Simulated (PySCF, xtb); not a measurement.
ethylene carbonate (C3H4O3), SMILES O=C1OCCO1.

GFN2-xTB (xtb) at its own geometry gives an orbital gap of 6.32 eV and a dipole moment of 5.79 D.

Coordinates come from a B3LYP-D3(BJ)/def2-SVP optimisation. One conformer was computed; it need not be the lowest.

Question: What does r2SCAN/def2-TZVP in PySCF give? (The exact figures need the calculation; the answer reports its results.)

Answer: gap 7.39 eV (levels -7.34 and 0.05 eV), dipole 5.26 D.
